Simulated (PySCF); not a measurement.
# From computed data to an observable: oscillator strength and radiative lifetime

Ga(OH)(SiH3)2 (GaH₇OSi₂), SMILES [OH][Ga]([SiH3])[SiH3].

Geometry: TPSSh-D3(BJ)/def2-SVP. Other conformers were not sampled.

TDDFT-PBE0/def2-SVPD run with PySCF 2.14.0 puts the first singlet state with f over 0.02 at 6.10 eV (vertical), with the transition dipole (0.385, -0.126, 0.000) in atomic units.

Question: Find the oscillator strength, the wavelength and the radiative lifetime that this transition would have in vacuum if emission retraced absorption.

Answer: 
|μ|² = 0.1641 au, so |μ| = 1.03 D. ΔE = 6.10/27.211 = 0.2242 hartree. f = (2/3) ΔE |μ|² = 0.025 (the program prints 0.025).
λ = 1239.84/6.10 = 203 nm; ν = 49200 cm⁻¹.
Einstein's coefficient A = 0.6670 ν² f s⁻¹ (ν in cm⁻¹) = 4.0e7 s⁻¹, so τ = 1/A = 25 ns. This state is S4; the lower singlets have f = 0.000, 0.002, 0.017. The figure is the radiative limit of this one transition; relaxation, internal conversion, crossing to triplets and a medium change what is measured.
